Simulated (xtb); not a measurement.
CH9N3Si, SMILES N[SiH](N)CN. All values are semi-empirical tight-binding results from xtb (GFN2-xTB unless named), good for trends rather than for accurate numbers. Coordinates come from a GFN2-xTB optimisation. The structure was generated by enumeration, and PubChem lists no compound with its InChIKey, so it may never have been made. One conformer was computed; it need not be the lowest.

Optimised geometry:

```xyz
14

N     -1.9626    -0.0158    -0.8856
C     -0.9303    -1.0120    -0.5786
Si     0.6525    -0.3075     0.2488
N      0.4308     0.5155     1.7510
N      1.1641     0.9599    -0.8093
H     -2.2478     0.4468    -0.0274
H     -1.5625     0.7013    -1.4829
H     -1.3945    -1.7648     0.0631
H     -0.6922    -1.5184    -1.5166
H      1.5902    -1.3979     0.5432
H      0.0040     1.4277     1.7415
H      0.0972    -0.0111     2.5408
H      1.9180     1.5457    -0.4872
H      1.3083     0.7313    -1.7796
```
Charge 0, spin multiplicity 1.

### Question
Estimate the properties. (The exact figures need the calculation; the answer reports its results.)

### Answer

```json
{
  "orbital_gap": "5.43 eV",
  "dipole_moment": "1.77 D",
  "zero_point_energy": "71.0 kcal/mol",
  "G − E(el) at 298.15 K (modified RRHO)": "50.9 kcal/mol",
  "static polarisability (D4 model)": "71.6 bohr³",
  "solvation energy, GFN2-xTB/ALPB(water)": "-6.3 kcal/mol",
  "solvation energy, GFN2-xTB/ALPB(acetone)": "-7.5 kcal/mol"
}
```

### Question
Give the atomic charges and the Wiberg bond orders between heavy atoms. (The exact figures need the calculation; the answer reports its results.)

### Answer
charges (e) N1 -0.35, C2 -0.09, Si3 0.49, N4 -0.42, N5 -0.41, H6 0.12, H7 0.13, H8 0.01, H9 0.01, H10 -0.10, H11 0.16, H12 0.14, H13 0.15, H14 0.15. Bond orders N1–C2 1.03, C2–Si3 0.83, Si3–N4 1.11, Si3–N5 1.12.
